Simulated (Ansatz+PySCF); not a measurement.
Results of a calculation; reference values are marked as such.
**Several solutions for singlet BeH2**

```
atom   x (Å)   y (Å)    z (Å)
   H  0.0000  0.0000  -2.0087
  Be  0.0000  0.0000   0.0000
   H  0.0000  0.0000   2.0087
```

Basis set: cc-pVDZ (spherical functions). Charge 0, multiplicity 1.

UHF was run from several starts with Ansatz (development build ahead of 0.2.0) and PySCF 2.14.0.

| run | program | start | converged | energy (hartree) | <S²> |
| --- | --- | --- | --- | --- | --- |
| A | PySCF | guess atom, instabilities followed | yes | -15.64358 | 0.17 |
| B | Ansatz | stability test followed | yes | -15.64358 | 0.17 |
| C | Ansatz | atomic start, no search | yes | -15.64312 | 0.00 |
| D | PySCF | guess 1e, instabilities followed | yes | -15.64358 | 0.17 |
| E | PySCF | program defaults | yes | -15.64312 | 0.00 |
| F | Ansatz | search for the lowest state | yes | -15.64358 | 0.17 |
| G | PySCF | guess huckel, instabilities followed | yes | -15.64358 | 0.17 |
| H | PySCF | guess minao, instabilities followed | yes | -15.64358 | 0.17 |

(1) Which runs reached the lowest solution of this kind, and what is wrong with the others?

Answers

(1) A, B, D, F, G, H reached the lowest solution found. Converged but too high: C by 0.01 eV, E by 0.01 eV. Convergence only shows a stationary point, and even a stable one can lie too high; stability tests and further starts are what find lower ones. Caution: the unrestricted determinant is spin contaminated. Caution: the determinant breaks the point group.
